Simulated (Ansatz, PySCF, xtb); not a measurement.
Pair of molecules: CH5N (SMILES CN) (first 7 atoms) with CH2F2 (SMILES FCF); geometry from B3LYP-D3(BJ)/def2-TZVP, rigid monomers moved along the line of their centres of mass till N2···H11 is 2.70 Å.
(charge 0, multiplicity 1):
```xyz
12

C     -0.28236    -0.60096    -0.16687
N      0.25922     0.61472     0.44706
H     -1.03064    -1.03298     0.49795
H      0.51843    -1.33387    -0.27681
H     -0.74244    -0.45189    -1.15177
H     -0.46966     1.30865     0.56600
H      0.96804     1.03220    -0.14408
F     -1.08050    -1.22755     3.61082
C      0.03288    -0.50653     3.95425
F     -0.36150     0.51561     4.77125
H      0.46366    -0.08880     3.04330
H      0.69970    -1.16020     4.51934
```

Counterpoise-corrected where a basis set is named; no monomer relaxation. Rows marked so take none.

Frozen-core correlation. Rows in 6-31G* carry no dispersion term and start afresh at each structure (6-31G* with six Cartesian d functions).

Codes used: Ansatz (an electronic-structure program); PySCF for 6-31G* rows; xtb for the GFN methods. 

### Question
Predict the interaction energy from GFN1-xTB.

### Answer
-11 kJ/mol
